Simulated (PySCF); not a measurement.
Compound: C5H9ClO3S.
SMILES with atom numbers: `[CH2:1]=[CH:2][C@@H:3]([CH2:4][S:5](=[O:6])(=[O:7])[Cl:8])[O:9][CH3:10]` (hydrogens: H11, H12 on C1; H13 on C2; H14 on C3; H15, H16 on C4; H17, H18, H19 on C10)

Structure used (GFN2-xTB), in Å, numbered top down from 1:
```
atom  x, y, z in Å
C1    -1.898   -2.034    0.107
C2    -1.373   -0.998   -0.519
C3    -0.127   -0.285   -0.061
C4     1.009   -0.432   -1.054
S5     2.353    0.577   -0.367
O6     2.270    0.651    1.056
O7     3.586    0.134   -0.937
Cl8    2.045    2.424   -1.116
O9    -0.325    1.113    0.040
C10   -0.862    1.538    1.271
H11   -2.793   -2.516   -0.245
H12   -1.447   -2.448    0.994
H13   -1.831   -0.575   -1.402
H14    0.204   -0.684    0.909
H15    0.768   -0.009   -2.023
H16    1.395   -1.442   -1.144
H17   -1.838    1.080    1.462
H18   -0.972    2.617    1.191
H19   -0.176    1.298    2.090
```

Computed at PBE0/pcSseg-1 (PySCF, non-relativistic), with Q(33S) = −0.0678 b, Q(17O) = −0.0256 b, Q(35Cl) = −0.0817 b: S5, 33S (I = 3/2): χzz = -14.21 MHz, η = 0.089; O6, 17O (I = 5/2): χzz = -7.835 MHz, η = 0.267; O7, 17O (I = 5/2): χzz = -7.909 MHz, η = 0.221; Cl8, 35Cl (I = 3/2): χzz = -72.40 MHz, η = 0.100; O9, 17O (I = 5/2): χzz = -12.04 MHz, η = 0.981.

(1) Find the zero-field quadrupole resonance frequencies of 33S at S5.

(2) Find the zero-field quadrupole resonance frequencies of 17O at O6.

(3) Where would the pure quadrupole (NQR) lines of 17O at O7 fall for the rigid, isolated species?

(4) Where would the pure quadrupole (NQR) lines of 35Cl at Cl8 fall for the rigid, isolated species?

(5) Find the zero-field quadrupole resonance frequencies of 17O at O9.

(6) Apply the simplest Townes–Dailey estimate (no s hybridisation, no π bonding), ionic character = 1 − χzz/χ0, where χ0 is the coupling for one missing p electron along the bond: −109.74 MHz for 35Cl.

## Answers

(1) From ν = (|χ|/2)√(1 + η²/3): ν = 7.112 MHz (sulfonyl sulfur).

(2) From the eigenvalues of H = χ/[4I(2I − 1)] × [3Iz² − I(I + 1) + η(Ix² − Iy²)], steps between neighbouring levels, labelled as for η = 0: ±1/2↔±3/2 1.263 MHz, ±3/2↔±5/2 2.318 MHz (sulfonyl oxygen).

(3) From the eigenvalues of H = χ/[4I(2I − 1)] × [3Iz² − I(I + 1) + η(Ix² − Iy²)], steps between neighbouring levels, labelled as for η = 0: ±1/2↔±3/2 1.248 MHz, ±3/2↔±5/2 2.350 MHz (sulfonyl oxygen).

(4) From ν = (|χ|/2)√(1 + η²/3): ν = 36.26 MHz (chlorine bonded to S). For 37Cl the ratio of quadrupole moments, 0.7881, gives 28.58 MHz.

(5) From the eigenvalues of H = χ/[4I(2I − 1)] × [3Iz² − I(I + 1) + η(Ix² − Iy²)], steps between neighbouring levels, labelled as for η = 0: ±1/2↔±3/2 3.147 MHz, ±3/2↔±5/2 3.196 MHz (ether oxygen).

(6) Cl8 on S5: 1 − (-72.40)/(-109.74) = 0.34. In this model a purely covalent bond gives χ0 and a free halide ion gives zero; s hybridisation or π bonding, where present, is counted here as ionic character.

In a crystal, neighbours and librations shift these lines. GFN2-xTB bond lengths can be off by several hundredths of an ångström, more for odd bonds, and the gradients follow them. The basis is small and wasn't made for field gradients, so the couplings can be 20 % off.

The run behind these numbers computed NMR shieldings as well. Hardware: an Arm Neoverse V1 with one thread, shared host with 32 logical CPUs at a one-minute load of 13. Cost: 49 s wall, 0.96 GiB resident at most.

One conformer stands for the species.
